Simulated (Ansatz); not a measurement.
A single point on C₃H₁₂BOP.

```yaml
crystal:
  periodic: [false, false, false]
  atoms:
    - {symbol: C, position_ang: [0.221439, -1.865042, -0.870824]}
    - {symbol: O, position_ang: [-0.404392, -0.601909, -0.906883]}
    - {symbol: B, position_ang: [0.286225, 0.553040, -0.687569]}
    - {symbol: C, position_ang: [1.833533, 0.533660, -0.397431]}
    - {symbol: C, position_ang: [-0.547560, 1.880927, -0.748320]}
    - {symbol: P, position_ang: [-1.189993, -0.471963, 2.318181]}
    - {symbol: H, position_ang: [1.025198, -1.935825, -1.609227]}
    - {symbol: H, position_ang: [-0.533098, -2.618159, -1.100546]}
    - {symbol: H, position_ang: [0.637298, -2.072092, 0.120040]}
    - {symbol: H, position_ang: [2.256185, 1.533511, -0.288836]}
    - {symbol: H, position_ang: [2.039505, -0.017282, 0.527721]}
    - {symbol: H, position_ang: [2.389678, 0.016274, -1.187194]}
    - {symbol: H, position_ang: [-1.613137, 1.716057, -0.917245]}
    - {symbol: H, position_ang: [-0.167142, 2.527270, -1.547882]}
    - {symbol: H, position_ang: [-0.421645, 2.455352, 0.176022]}
    - {symbol: H, position_ang: [-2.097854, 0.489238, 1.806821]}
    - {symbol: H, position_ang: [-1.836606, -0.544187, 3.580806]}
    - {symbol: H, position_ang: [-1.915332, -1.567471, 1.784269]}
basis:
  gaussian: {orbitals: def2-TZVPP}
hamiltonian: {xc: pbe}
correlation: {method: rpa}
```

```sh
$ ansatz run in.yaml --threads 4 --pin off --events-out ev --progress --plain --max-ram 11315MiB
```

It prints (some lines left out):

```
Functional definition: PBE
2112 factors; integrals over basis functions are off by at most 9.5e-4 eV
mean field evaluation 1: about -15289.7517 eV, gradient 9.6e1 eV
mean field evaluation 2: about -15289.7392 eV, gradient 9.6e1 eV
mean field evaluation 4: about -15307.9012 eV, gradient 3.5e1 eV
mean field evaluation 8: about -15310.1418 eV, gradient 9.4e-1 eV
mean field evaluation 16: about -15310.1430 eV, gradient 3.8e-4 eV
mean field -15310.14300603 eV, -562.6373778839 hartree, gradient 7.4e-6 eV, S^2 0.000000; 0 other end points of the search recorded, 0 dependent functions left out
10 core orbitals not correlated: weight in the atoms' cores, before any rotation towards them, 1.000 or more for the frozen orbitals, at most 0.000 for the correlated occupied ones
reference -15264.28529857 eV, -560.9521382182 hartree; 19, 19 occupied and 336, 336 virtual orbitals, 2112 factors
Total energy: -15313.11326130 eV, -562.7465327518 hartree
```

It took 11 s on 4 threads of an Arm Neoverse V2 on a shared host, with 1.3 GiB of host memory at the peak.
